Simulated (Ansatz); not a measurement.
`C[CH2][SnH2][F]` + H–F → `[F][SnH2][F]` + `CC` at 600 K and 1 bar (ligand exchange at the Sn–C bond).

Calculated with Ansatz (gas phase, PBE0-D4/def2-TZVP geometries, no zero-point term in ΔE). CCSD(T)/CBS adds triple-zeta CCSD(T) − MP2 to the extrapolated MP2 energy (def2 sets, frozen cores). This one scheme is used for every species. Elements past krypton have def2 core potentials. For Sn outer-core shells are correlated without core-valence functions, which leaves a few kJ/mol of doubt a bond. One conformer a species, not always the lowest.

```
          species  CCSD(T)/CBS energy (Eh)  H − E (kJ/mol)  S (J/(mol·K))
`C[CH2][SnH2][F]`               -394.15776           272.1          443.0
              H–F               -100.39570            42.3          194.0
   `[F][SnH2][F]`               -414.86106            84.2          346.6
             `CC`                -79.71954           228.8          274.9
```

H − E and S are ideal-gas, rigid-rotor, harmonic terms from PBE0-D4/def2-TZVP, for one conformer and one mirror image of each species. 1 Eh = 2625.50 kJ/mol, R = 8.31446 J/(mol·K).

Question: By hand: ΔE, ΔH, ΔS and ΔG.

Answer: ΔE = (-414.86106) + (-79.71954) − (-394.15776) − (-100.39570) = -0.02714 Eh = -71.3 kJ/mol. Δ(H − E) = 84.2 + 228.8 − 272.1 − 42.3 = -1.4, so ΔH = -72.7 kJ/mol. ΔS = 346.6 + 274.9 − 443.0 − 194.0 = -15.5 J/(mol·K). ΔG = -72.7 − 600 × (-15.5)/1000 = -63.4 kJ/mol.

Question: By hand: the equilibrium constant, and the temperature at which ΔG would vanish if ΔH and ΔS stayed fixed.

Answer: log₁₀ K = −ΔG/(RT ln 10) = 5.5. ΔG = 0 at ΔH/ΔS = 4690 K, far beyond where these terms or the molecules hold.

ΔH outweighs TΔS. A doubt of 5 kJ/mol in ΔE shifts log₁₀ K by 0.4 here. Other conformers and mirror images would add mixing entropy, several J/(mol·K) or more a flexible species. Modes under 60 cm⁻¹, often nearly free rotors, make the harmonic entropy too high. These are equilibria of isolated gas molecules and say nothing of rates. Largest T1 diagnostic: 0.014 (customary marks: 0.02 for closed shells, 0.045 for open ones).
